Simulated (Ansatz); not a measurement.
F8GeSi2 (`F[Si](F)(F)[Ge]([F])([F])[Si](F)(F)F`) from Hartree–Fock to CCSD(T)

```xyz
11

F     1.8494   -1.5729   -1.4602
Si    1.5566   -0.0269   -1.4490
F     2.9201    0.7493   -1.5043
F     0.7167    0.3262   -2.7318
Ge    0.3021    0.5352    0.5101
F     0.0764    2.2508    0.4930
F     1.3249    0.2296    1.8721
Si   -1.8250   -0.4482    0.9960
F    -1.6678   -2.0088    1.1203
F    -2.4276    0.1104    2.3337
F    -2.8257   -0.1446   -0.1797
```

Charge 0, multiplicity 1. Correlated methods include outer-core shells of Ge, which these sets cover unevenly. Scalar relativity is left out up to krypton. The structure was optimised at the PBE0-D4/def2-TZVP level. It is one conformer, not always the lowest. Frozen core, restricted reference, the Gaussian-basis code of Ansatz.

```json
{"basis": "def2-SVP", "HF (Eh)": "-3448.10597", "MP2 corr.": "-1.86256"}
{"basis": "def2-TZVPP", "HF (Eh)": "-3449.65937", "MP2 corr.": "-2.44094"}
{"basis": "def2-QZVPP", "HF (Eh)": "-3449.75988", "MP2 corr.": "-2.91815"}
```

**Question.** Estimate the CCSD correlation energy and the (T) correction in each basis where they were run (hartree).

**Answer.** 
```csv
basis,CCSD corr.,(T)
def2-SVP,-1.87321,-0.03305
def2-TZVPP,-2.44086,-0.07423
```
